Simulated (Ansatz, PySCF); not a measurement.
This PySCF input computes a CAM-B3LYP/def2-TZVPD energy:

```python
from pyscf import gto, scf, dft

mol = gto.M(
    atom='''
    Li   -0.00000000   -0.00000000   -1.22408035
    O     0.00000000    0.00000000    0.45903013
    ''',
    basis='def2-tzvpd',
    charge=0,
    spin=1,
    symmetry='C2v',
    verbose=4,
)

mf = dft.UKS(mol, xc='camb3lyp').density_fit(auxbasis='def2-universal-jkfit')
mf.grids.level = 3
mf.conv_tol = 1e-9
mf.max_cycle = 100
mf.max_memory = 1500
mf.kernel()
if not mf.converged:
    mf = mf.newton()
    mf.kernel(mf.make_rdm1())
mf.analyze()
```

**Question.** Write an input for the same energy in Ansatz (a first-principles code) and say what it gives.

**Answer.** 
Ansatz 0.2 input:
```yaml
crystal:
  periodic: [false, false, false]
  atoms:
    - {symbol: Li, position_ang: [-0.00000000, -0.00000000, -1.22408035]}
    - {symbol: O, position_ang: [0.00000000, 0.00000000, 0.45903013]}
basis:
  gaussian:
    orbitals: def2-TZVPD
hamiltonian:
  xc: {name: CAM-B3LYP}
magnetization: {spin_polarized: true, initial_magnetization: 1}
output: {forces: true}
```
It gives -82.68340 Eh, and PySCF -82.68342 Eh, a difference of 0.02 mEh, from the treatment of integrals and grids.
